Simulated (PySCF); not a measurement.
A series of substituents X on one scaffold: acetyl-X. All species are isolated molecules in the gas phase. One relaxed conformer stands for each flexible species; it need not be the lowest. Strings in code marks are SMILES.

The four lowest singlet excitations (Tamm–Dancoff). Method: PySCF with PBE-D3(BJ)/def2-TZVP // B3LYP-D3(BJ)/def2-TZVP. Excitations are Tamm–Dancoff values on a coarser integration grid. The basis has no diffuse functions, so Rydberg states are missing or too high.

| state | energy (eV) | wavelength (nm) | oscillator strength |
|---|---|---|---|
| S1 | 5.57 | 223 | 0.002 |
| S2 | 5.66 | 219 | 0.012 |
| S3 | 6.07 | 204 | 0.000 |
| S4 | 6.73 | 184 | 0.023 |

### Question
Name which member gives these states.
(A) `CC(=O)[SiH3]`
(B) `BC(C)=O`
(C) `CC(=O)O[SiH3]` (O–C–O–Si torsion 0°)
(D) `CNC(C)=O` (C–N–C–O torsion 0°)

### Answer
D, `CNC(C)=O` (C–N–C–O torsion 0°)
